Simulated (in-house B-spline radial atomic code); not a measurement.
RPA and G0W0 for K, [Ar] 4s1, highest spin, as one setting changes: the radius of a hard wall (bohr). Start: PBE0. A dash marks a level of low quasi-particle weight. Computed with a B-spline radial code for spherical atoms: all electrons, non-relativistic, point nucleus, each spin shell either full or empty, empty states to l = 9 with an (l + 1/2)⁻⁴ tail; G0W0 by contour deformation at full frequency.

| radius of a hard wall (bohr) | mean-field level (eV) | G0W0 level (eV) | RPA correlation (Eh) |
| --- | --- | --- | --- |
| 5 | 3.142 | 4s up 0.216 | -1.1431 |
| 6 | ? | ? | ? |
| 8 | ? | ? | ? |
| 12 | -2.927 | 4s up -4.647 | -1.1175 |

**Question.** What belongs in the row for 8?

**Answer.** mean-field level (eV): -2.198; G0W0 level (eV): 4s up -4.303; RPA correlation (Eh): -1.123.

**Question.** What belongs in the row for 6?

**Answer.** mean-field level (eV): -0.053; G0W0 level (eV): 4s up -2.603; RPA correlation (Eh): -1.1327.
